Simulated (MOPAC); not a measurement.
MOPAC input (MNDO):

```
MNDO 1SCF UHF MS=0.5 GEO-OK AUX(PRECISION=9) THREADS=1
C4H6B

C     0.39948600 1    2.33212600 1    0.65042300 1
C     0.37391600 1    1.10707100 1    0.30952400 1
B    -0.03454400 1   -0.27967200 1   -0.07576200 1
C     1.09321800 1   -1.35753800 1   -0.30797400 1
C    -1.55145200 1   -0.64939100 1   -0.25119800 1
H     1.13707300 1   -1.96890300 1    0.60254200 1
H     2.09068700 1   -0.95705200 1   -0.48161900 1
H     0.82247600 1   -2.03385900 1   -1.12236100 1
H    -2.23900000 1   -0.00869900 1    0.29898700 1
H    -1.78481500 1   -0.53090800 1   -1.31754900 1
H    -1.74470200 1   -1.69582800 1   -0.00584400 1
```

From the output:

```
                                                       MOPAC v23.2.5 Linux

          FINAL HEAT OF FORMATION =        111.46054 KCAL/MOL =     466.35090 KJ/MOL

          COSMO AREA              =        127.40 SQUARE ANGSTROMS
          COSMO VOLUME            =        113.27 CUBIC ANGSTROMS

          IONIZATION POTENTIAL    =         10.778958 EV
          ALPHA SOMO LUMO (EV)    =        -10.798 -0.091
          BETA  SOMO LUMO (EV)    =        -10.779 -2.044
          NO. OF ALPHA ELECTRONS  =         13
          NO. OF BETA  ELECTRONS  =         12
          MOLECULAR WEIGHT        =         64.9014         POINT GROUP:  C1

          MOLECULAR DIMENSIONS (Angstroms)

            Atom       Atom       Distance
            H     8    C     1     4.73112
            H     9    H     7     4.22346
            H     6    H    10     2.55906

          SCF CALCULATIONS        =          1

   ATOM   CHEMICAL          X               Y               Z
  NUMBER   SYMBOL      (ANGSTROMS)     (ANGSTROMS)     (ANGSTROMS)

     1       C          0.39948600  *   2.33212600  *   0.65042300  *
     2       C          0.37391600  *   1.10707100  *   0.30952400  *
     3       B         -0.03454400  *  -0.27967200  *  -0.07576200  *
     4       C          1.09321800  *  -1.35753800  *  -0.30797400  *
     5       C         -1.55145200  *  -0.64939100  *  -0.25119800  *
     6       H          1.13707300  *  -1.96890300  *   0.60254200  *
     7       H          2.09068700  *  -0.95705200  *  -0.48161900  *
     8       H          0.82247600  *  -2.03385900  *  -1.12236100  *
     9       H         -2.23900000  *  -0.00869900  *   0.29898700  *
    10       H         -1.78481500  *  -0.53090800  *  -1.31754900  *
    11       H         -1.74470200  *  -1.69582800  *  -0.00584400  *

                             CARTESIAN COORDINATES

   1    C        0.399486000     2.332126000     0.650423000
   2    C        0.373916000     1.107071000     0.309524000
   3    B       -0.034544000    -0.279672000    -0.075762000
   4    C        1.093218000    -1.357538000    -0.307974000
   5    C       -1.551452000    -0.649391000    -0.251198000
   6    H        1.137073000    -1.968903000     0.602542000
   7    H        2.090687000    -0.957052000    -0.481619000
   8    H        0.822476000    -2.033859000    -1.122361000
   9    H       -2.239000000    -0.008699000     0.298987000
  10    H       -1.784815000    -0.530908000    -1.317549000
  11    H       -1.744702000    -1.695828000    -0.005844000

           Empirical Formula: C4 H6 B  =    11 atoms

      MOLECULAR POINT GROUP   :   C1

          ALPHA EIGENVALUES
 -35.68760 -32.58410 -30.43556 -21.17667 -15.73433 -14.69057 -14.29580 -13.76970
 -13.60587 -12.88327 -11.51822 -11.18389 -10.79836  -0.09127   0.78166   2.18798
   2.53030   4.04414   4.13556   4.30351   4.55194   5.13966   5.56507   5.93039
   6.68664   6.87026

           BETA EIGENVALUES
 -34.88956 -32.09672 -30.37782 -20.72595 -15.60793 -14.67251 -14.16335 -13.72971
 -13.27547 -12.41918 -10.93180 -10.77896  -2.04412  -0.03050   2.01629   2.42889
   2.74486   4.11737   4.15659   4.33569   4.57315   5.17220   5.62278   6.24567
   6.86371   6.95814

              NET ATOMIC CHARGES AND DIPOLE CONTRIBUTIONS

  ATOM NO.   TYPE          CHARGE      No. of ELECS.   s-Pop       p-Pop
    1          C           0.153870        3.8461     1.66689     2.17924
    2          C          -0.276763        4.2768     1.31300     2.96376
    3          B           0.054690        2.9453     1.18328     1.76203
    4          C           0.018341        3.9817     1.20497     2.77669
    5          C           0.012759        3.9872     1.20413     2.78311
    6          H           0.013026        0.9870     0.98697
    7          H           0.000342        0.9997     0.99966
    8          H           0.004166        0.9958     0.99583
    9          H           0.001139        0.9989     0.99886
   10          H           0.014463        0.9855     0.98554
   11          H           0.003966        0.9960     0.99603
 DIPOLE           X         Y         Z       TOTAL
 POINT-CHG.    -0.288    -0.216    -0.069     0.366
 HYBRID         0.354    -1.011    -0.279     1.107
 SUM            0.066    -1.226    -0.348     1.277

          ATOMIC ORBITAL ELECTRON POPULATIONS

     Atom    s        px        py        pz
    1  C   1.66689   0.48930   1.01925   0.67069
    2  C   1.31300   0.77875   0.96920   1.21581
    3  B   1.18328   0.80114   0.70472   0.25616
    4  C   1.20497   0.92857   0.93388   0.91424
    5  C   1.20413   0.94729   0.91832   0.91751
    6  H   0.98697
    7  H   0.99966
    8  H   0.99583
    9  H   0.99886
   10  H   0.98554
   11  H   0.99603

                    (SZ)    =    0.500000
                    (S**2)  =    0.821987

          ATOMIC ORBITAL SPIN POPULATIONS

    Atom   Total    s     px     py     pz
         Atomic
    1  C  0.3434  0.039  0.240  0.073 -0.008
    2  C  0.6420  0.029  0.523  0.063  0.026
    3  B -0.0396 -0.007 -0.012 -0.013 -0.007
    4  C  0.0420  0.005  0.014  0.021  0.003
    5  C  0.0214  0.003  0.014  0.003  0.002
    6  H -0.0016 -0.002
    7  H -0.0026 -0.003
    8  H -0.0007 -0.001
    9  H -0.0013 -0.001
   10  H -0.0013 -0.001
   11  H -0.0017 -0.002

 **********************
 *                    *
 * JOB ENDED NORMALLY *
 *                    *
 **********************

 == MOPAC DONE ==
```

The geometry given is a B3LYP-D3(BJ)/def2-TZVP minimum.
